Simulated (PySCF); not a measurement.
2,2-dichloropropane (C3H6Cl2), SMILES ClC(Cl)(C)C.

Geometry optimised at PBE0-D3(BJ)/def2-SVP.

The numbers are results of PySCF with SMD-PBE0/def2-SVP, not measurements.

Solvation free energies are E(SMD) − E(gas) at the gas-phase geometry, for 1 M in both phases. In vacuum the dipole moment is 2.19 D.

Computed solvation free energies in water, ethylethanoate, methanol:
```json
[
 {"solvent": "water", "ΔG(solv) (kcal/mol)": "-0.9", "its non-electrostatic (CDS) part": "2.5", "dipole (D)": "2.91"},
 {"solvent": "ethylethanoate", "ΔG(solv) (kcal/mol)": "-4.9", "its non-electrostatic (CDS) part": "-2.3", "dipole (D)": "2.73"},
 {"solvent": "methanol", "ΔG(solv) (kcal/mol)": "-5.2", "its non-electrostatic (CDS) part": "-2.0", "dipole (D)": "2.89"}
]
```
